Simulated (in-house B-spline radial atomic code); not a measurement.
Lu⁺. Computed with a B-spline radial atomic code. Model: non-relativistic spherical atom: semilocal Troullier-Martins pseudo-atom, one channel per l, against all electrons, high spin, G0W0 and RPA with empty states to l = 8, local potential for every l without a channel, a model core (radius 0 = none) keeps its share of the functional.

Without relativity these are model numbers for so heavy an element.

What the tables leave out is listed at the end.

The pseudopotential gives back the lowest level of each angular momentum of its own functional in the configuration it was made in; a second state of the same l is only approximately right. Exact exchange, RPA and GW see the smooth pseudo-orbitals and miss the exchange with the core, for which the functional's share stands in. The column with an uncorrelated core keeps all orbitals and exact exchange, and so separates missing core correlation from pseudisation. Only the three outermost levels and the lowest empty one were computed. RPA here is direct RPA, with no exchange kernel, and its energies carry an (l + 1/2)⁻⁴ tail. A hybrid on a potential with a model core restores only its own semilocal share of the core's exchange.

Command:
```bash
python run_psgw.py task.json out
```
Settings (lengths in bohr, energies in hartree):
```
Z                      71
electrons              70
configuration          [Xe] 4f14 6s2
generated_in           [Xe] 4f14 6s2
functional             lda,vwn
core_shells            10
radius_factor          1.3
core_correction        False
ion_configuration      [Xe] 4f14 6s1
```

Run time, properties included: 81 s on 1 thread of Arm Neoverse N1 (shared host).

Given: made with LDA VWN5; model core radius 0 bohr; local radius 1.873 bohr; mean-field start PBE0.

Valence shells of the generating configuration: 5p, 4f, 6s.

Channel: s 3.4, p 1.603, d 2.192, f 2.021 (radii in bohr).

Computed: largest level miss in the spin-unpolarised generating configuration 0 eV; valence RPA correlation energy all-electron orbitals -1.6247 hartree; all-electron RPA polarisability, core included 51.06 bohr³; pseudo-atom RPA polarisability 47.942 bohr³; ionisation by mean-field all-electron 12.95 eV; ionisation by mean-field pseudo minus all 0.209 eV; ionisation by RPA pseudo minus all 0.377 eV.

| level | occupied | mean-field all-electron (eV) | mean-field pseudo minus all (eV) | G0W0 all-electron (eV) | G0W0 uncorrelated core minus all (eV) | G0W0 pseudo minus all (eV) | exchange self-energy all-electron (eV) | exchange self-energy pseudo (eV) |
| --- | --- | --- | --- | --- | --- | --- | --- | --- |
| 6s | 1 | -10.931 | -0.187 | -13.359 | -0.004 | -0.433 | -8.9053 | -8.8842 |

(1) What is the valence RPA correlation energy pseudo?

(2) What is the ionisation by RPA all-electron?

Given: mean-field start Hartree-Fock.

Computed: valence RPA correlation energy all-electron orbitals -1.4147 hartree; valence RPA correlation energy pseudo -2.2443 hartree; all-electron RPA polarisability, core included 42.601 bohr³; pseudo-atom RPA polarisability 32.644 bohr³; ionisation by mean-field all-electron 11.793 eV; ionisation by RPA pseudo minus all 0.376 eV.

```json
{"level": "6s", "occupied": "1", "mean-field all-electron (eV)": "-11.939", "mean-field pseudo minus all (eV)": "-0.966", "G0W0 all-electron (eV)": "-13.163", "G0W0 uncorrelated core minus all (eV)": "0.001", "G0W0 pseudo minus all (eV)": "-0.41", "exchange self-energy all-electron (eV)": "-8.4052", "exchange self-energy pseudo (eV)": "-9.5824"}
{"level": "4f", "occupied": "1", "mean-field all-electron (eV)": "-38.811", "mean-field pseudo minus all (eV)": "9.962", "G0W0 all-electron (eV)": "-34.79", "G0W0 uncorrelated core minus all (eV)": "-0.377", "G0W0 pseudo minus all (eV)": "5.393", "exchange self-energy all-electron (eV)": "-81.631", "exchange self-energy pseudo (eV)": "-38.535"}
{"level": "5p", "occupied": "?", "mean-field all-electron (eV)": "?", "mean-field pseudo minus all (eV)": "?", "G0W0 all-electron (eV)": "?", "G0W0 uncorrelated core minus all (eV)": "?", "G0W0 pseudo minus all (eV)": "?", "exchange self-energy all-electron (eV)": "?", "exchange self-energy pseudo (eV)": "?"}
{"level": "5d (empty)", "occupied": "0", "mean-field all-electron (eV)": "-4.8452", "mean-field pseudo minus all (eV)": "-0.389", "G0W0 all-electron (eV)": "-6.6177", "G0W0 uncorrelated core minus all (eV)": "0.063", "G0W0 pseudo minus all (eV)": "0.315", "exchange self-energy all-electron (eV)": "-6.3478", "exchange self-energy pseudo (eV)": "-6.9999"}
```

(3) What belongs in the row 5p?

(4) What is the ionisation by mean-field pseudo minus all?

(5) What is the ionisation by RPA all-electron?

Results:

(1) -2.4287 hartree.

(2) 13.364 eV.

(3) occupied: 1; mean-field all-electron (eV): -46.463; mean-field pseudo minus all (eV): 1.232; G0W0 all-electron (eV): -46.486; G0W0 uncorrelated core minus all (eV): -0.848; G0W0 pseudo minus all (eV): -0.177; exchange self-energy all-electron (eV): -32.941; exchange self-energy pseudo (eV): -28.127.

(4) 0.91 eV.

(5) 12.967 eV.

Among the listed levels the largest G0W0 shift of the pseudo-atom is +5.39 eV, for 4f on the Hartree-Fock start, while leaving the core uncorrelated moves that level by -0.38 eV. So pseudisation and the lost core exchange, not the missing core correlation, make the error. Not in the tables (levels of low weight, unsolved or above zero; the highest and the empty levels are kept at any weight): the LDA start was refused, since an empty level lay at or below an occupied one; on PBE0 the G0W0 levels 4f (pseudo minus all +5.85 eV, weights 0.80 and 0.71), 5p (pseudo minus all +0.50 eV, weights 0.29 and 0.76), 5d (pseudo minus all -0.00 eV, weights 0.40 and 0.39).
